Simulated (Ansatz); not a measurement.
Reactions of CH5Cl2GeN (`C[NH][GeH]([Cl])[Cl]`).

Computed with Ansatz on PBE0-D4/def2-TZVP structures; ΔE is electronic, products minus reactants. CCSD(T)/CBS adds triple-zeta CCSD(T) − MP2 to the extrapolated MP2 energy (def2 sets, frozen cores). This one scheme is used for every species. Functionals use def2-TZVPP. For Br, Ge, Se outer-core shells are correlated without core-valence functions, which leaves a few kJ/mol of doubt a bond. Scalar relativity is left out up to krypton. Each species was taken in one conformer, which may not be the lowest.

```json
{"reaction": "`C[NH][GeH]([Cl])[Cl]` + HBr → `[Cl][GeH]([Cl])[Br]` + CH₃NH₂", "CCSD(T)/CBS(def2) (eV)": "-0.52"}
{"reaction": "`C[NH][GeH]([Cl])[Cl]` + H₂S → `[SH][GeH]([Cl])[Cl]` + CH₃NH₂", "CCSD(T)/CBS(def2) (eV)": "-0.22"}
{"reaction": "`C[NH][GeH]([Cl])[Cl]` + H₂Se → `[Cl][GeH]([Cl])[SeH]` + CH₃NH₂", "CCSD(T)/CBS(def2) (eV)": "-0.35"}
{"reaction": "`C[NH][GeH]([Cl])[Cl]` + H₂ → `C[NH][GeH2][Cl]` + HCl", "CCSD(T)/CBS(def2) (eV)": "0.58"}
{"reaction": "`C[NH][GeH]([Cl])[Cl]` + HCl → `[Cl][GeH]([Cl])[Cl]` + CH₃NH₂", "CCSD(T)/CBS(def2) (eV)": "?"}
```

Fill in the missing values. (Estimate.)

Computed: `C[NH][GeH]([Cl])[Cl]` + HCl → `[Cl][GeH]([Cl])[Cl]` + CH₃NH₂: -0.43 eV.

Largest T1 diagnostic: 0.010, for `C[NH][GeH2][Cl]`.
